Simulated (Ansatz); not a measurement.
Born–Oppenheimer molecular dynamics of CH9BOSi (13 atoms, charge 0, multiplicity 1). It starts at the highest image of a converged band. Of that band: Neighbouring images differ by up to 1.4 eV, so the band resolves the path poorly. A vibrational analysis at the climbing image gives one clearly imaginary mode, 1157i cm⁻¹: a first-order saddle point.

All numbers below come from RKS PBE/def2-SVP (Ansatz).

```json
{
 "ensemble": "NVE (velocity Verlet)",
 "time step": "0.5 fs",
 "steps asked": "200",
 "starting velocities drawn for": "300 K",
 "seed": "4667"
}
```

First frame:

```xyz
13
Properties=species:S:1:pos:R:3
B 0.033 -0.313 0.215
C -0.017 0.032 1.941
H -0.885 -0.261 2.571
H 0.922 -0.057 2.522
H -0.165 1.109 1.723
H 1.046 0.185 -0.244
H -1.046 -0.001 -0.270
O 0.176 -1.911 0.322
Si -0.896 -2.958 -0.484
H -0.574 -4.352 -0.033
H -2.326 -2.635 -0.144
H -0.671 -2.818 -1.962
H 0.021 -1.229 1.342
```

**Question.** What does the run give?

**Answer.** All steps were run.

```
steps done                                               : 200
time covered                                             : 100 fs
mean temperature over the second half                    : 1302 K
spread of the potential energy over the second half      : 5.4 meV per atom
mean potential energy of the second half above the start : -109.5 meV per atom
```

The conserved energy stayed within 0.18 meV per atom of its start (net change 0.059 meV per atom), so the integration is sound. The system heated up, since it started high on the potential surface and ran downhill. A run of 0.1 ps of so small a system gives no equilibrium averages. The orbitals stay closed-shell, which can raise the energy where a bond breaks towards radicals; this wasn't checked here.

**Question.** What happens to the structure?

**Answer.** The step under study would form B1–O8, C2–H13 and break B1–C2, O8–H13. These pairs go: B1–O8 1.61 → 1.32 Å, C2–H13 1.40 → 1.12 Å, B1–C2 1.76 → 5.97 Å, O8–H13 1.24 → 6.68 Å. In the last frame they stand as after the step (other bonds may differ from the relaxed reactants and products). It ends as BH5OSi + CH4. Pairs count as bonded within 1.25 times the sum of covalent radii (0.12 Å more for H–H). The details hang on the random start.

**Question.** How do temperature and energy run in time?

**Answer.** 
```csv
time (fs),T (K),potential energy less start (eV),conserved less start (meV/atom)
0.0,300,0.000,0.00
3.0,182,0.170,0.13
6.0,192,0.154,0.06
9.0,157,0.205,0.09
12.0,161,0.199,0.09
15.0,273,0.040,0.08
18.0,362,-0.088,0.01
21.0,427,-0.179,0.08
24.0,627,-0.465,0.04
27.0,746,-0.634,0.09
30.0,939,-0.910,-0.07
33.0,1052,-1.069,-0.02
36.0,1133,-1.183,0.07
39.0,1207,-1.290,0.00
42.0,1142,-1.195,0.15
45.0,1291,-1.409,-0.04
48.0,1284,-1.398,0.08
51.0,1376,-1.530,-0.03
54.0,1322,-1.451,0.09
57.0,1316,-1.444,0.07
60.0,1330,-1.465,0.03
63.0,1260,-1.364,0.04
66.0,1235,-1.330,-0.01
69.0,1224,-1.313,0.07
72.0,1300,-1.422,0.03
75.0,1332,-1.467,0.08
78.0,1351,-1.493,0.03
81.0,1320,-1.450,0.04
84.0,1344,-1.484,0.03
87.0,1326,-1.459,-0.01
90.0,1223,-1.311,0.11
93.0,1260,-1.365,0.00
96.0,1245,-1.343,0.12
99.0,1382,-1.540,-0.08
```

The run took 120 s on 2 threads of AMD EPYC 9R45 96-Core Processor (Zen 5) (shared host), peak memory 0.16 GiB.
